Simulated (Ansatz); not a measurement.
C$_{2}$H$_{7}$FSn, singlet, at a GFN2-xTB geometry (such geometries of metal compounds can be far from the true shape) (all electrons, no relativity), with bond 2-1 at 1.4 times its length; CASSCF(4,5)/STO-3G in Ansatz (an electronic-structure program).

Ansatz was given this input:
Ansatz 0.2 input:
```yaml
crystal:
  periodic: [false, false, false]
  atoms:
    - {symbol: Sn, position_ang: [0.45250769, 0.27055810, 0.22697140]}
    - {symbol: F, position_ang: [1.50457186, -1.51571782, -1.57180355]}
    - {symbol: C, position_ang: [-1.60100340, -0.44616141, 0.49113750]}
    - {symbol: C, position_ang: [-2.43765438, -0.26248406, -0.75739230]}
    - {symbol: H, position_ang: [0.71858404, 1.72732108, -0.61245451]}
    - {symbol: H, position_ang: [1.57099847, 0.12739223, 1.50601838]}
    - {symbol: H, position_ang: [-2.03786017, 0.07904257, 1.33778684]}
    - {symbol: H, position_ang: [-1.51269900, -1.50054018, 0.75001784]}
    - {symbol: H, position_ang: [-2.53196211, 0.78955946, -1.02083002]}
    - {symbol: H, position_ang: [-3.43778797, -0.66040130, -0.58956078]}
    - {symbol: H, position_ang: [-1.99855009, -0.79022668, -1.60120859]}
basis:
  gaussian:
    orbitals: STO-3G
hamiltonian:
  xc: hf
magnetization: {spin_polarized: false}
correlation: {active_space: {window: {electrons: 4, orbitals: 5}}}
```

Task: What does Ansatz print? Leave out banner, timings and long lists.

Result: 
```
Functional definition: HF
671 factors; integrals over basis functions are off by at most 4.2e-5 eV
mean field evaluation 1: about -167074.7014 eV, gradient 1.8e1 eV
mean field evaluation 2: about -167074.8039 eV, gradient 1.8e1 eV
mean field evaluation 4: about -167079.8413 eV, gradient 2.2e0 eV
mean field evaluation 8: about -167079.8603 eV, gradient 5.4e-2 eV
mean field -167079.86032711 eV, -6140.0716162242 hartree, gradient 8.9e-7 eV, S^2 0.000000; 0 other end points of the search recorded, 0 dependent functions left out
reference -167079.86032711 eV, -6140.0716162242 hartree; 39, 39 occupied and 10, 10 virtual orbitals, 671 factors
state -167082.96640158 eV, -6140.1857623557 hartree
2 active orbitals were swapped for others, from the solution at -167082.93554456 eV, -6140.1846283811 hartree to that at -167082.96640158 eV, -6140.1857623557 hartree; typed "places" are swapped only where nearly empty or full, and so, without "given_window_search", are "orbital_numbers", "shells" and a window whose orbitals a file names under [Active]
2 active orbitals were swapped for others, from the solution at -167082.94242028 eV, -6140.1848810595 hartree to that at -167082.96640158 eV, -6140.1857623557 hartree; typed "places" are swapped only where nearly empty or full, and so, without "given_window_search", are "orbital_numbers", "shells" and a window whose orbitals a file names under [Active]
Total energy: -167082.96640158 eV, -6140.1857623557 hartree
```
